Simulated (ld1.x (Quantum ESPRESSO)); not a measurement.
## Which change was made? (S, PAW)

- Element: sulfur (S)
- Generator: ld1.x (Quantum ESPRESSO) 7.5
- Type: PAW
- Functional: BLYP
- Relativity: non-relativistic
- Frozen core: [Ne]
- Valence charge: 6
- Reference configuration: 3s2 3p4
- Partial waves: 3s (bound): rcut 1.00, rcutus 1.40 bohr; 3s channel at -0.85 Ry: rcut 1.00, rcutus 1.40 bohr; 3p (bound): rcut 1.50, rcutus 1.90 bohr; 3p channel at 1.75 Ry: rcut 1.50, rcutus 1.90 bohr
- Local potential: all-electron potential smoothed inside 1.70 bohr (lloc = -2)
- Core correction: a·sin(br)/r model core inside 1.10 bohr
- Augmentation charge: PSQ, inside the norm-conserving radii

Cutoffs, loose and tight: the cutoffs (Ry, on a coarse ladder) from which the occupation-weighted sum of valence levels, in a spherical-Bessel basis at the reference potential, stays within 10 and 1 mRy of its value at 400 Ry. They do not see the model core or the augmentation charge, which bear on the density cutoff. Test errors are all-electron minus pseudo excitation energies from the reference, over the configurations 3s2 3p3; 3s2 3p2; 3s2 3p1; 3s0 3p6; 3s1 3p5; 3s2 3p3.5; 3s1 3p4; variants that change the core or the reference have their own tests. The largest error is taken over the tests solved by every variant that gives reliable tests at all, those not shown here included: 3s2 3p1; 3s2 3p2; 3s2 3p3.

The base gives: outcome: generated; cutoff, loose: 18 Ry; cutoff, tight: 35 Ry; bound ghosts: none; largest test error (meV): -33.

(1) After one change the result is: outcome: generated; cutoff, loose: 15 Ry; cutoff, tight: 21 Ry; bound ghosts: none; largest test error (meV): -33. Which change was it?
A. all radii but the core radius scaled by about 1.15 (s 1.60, p 2.18 bohr, rcut 1.14/1.72); local potential all-electron potential smoothed inside 1.96 bohr (lloc = -2)
B. reference 3s2 3p2
C. type ultrasoft; local potential all-electron potential smoothed inside 1.35 bohr (lloc = -1); augmentation built from norm-conserving waves at rcut, not smoothed further

Answers

(1) A. The others give: type ultrasoft; local potential all-electron potential smoothed inside 1.35 bohr (lloc = -1); augmentation built from norm-conserving waves at rcut, not smoothed further → outcome: generated; cutoff, loose: 18 Ry; cutoff, tight: 35 Ry; bound ghosts: none; largest test error (meV): +76 | reference 3s2 3p2 → outcome: generated; cutoff, loose: 18 Ry; cutoff, tight: 35 Ry; bound ghosts: none; largest test error (meV): +33.
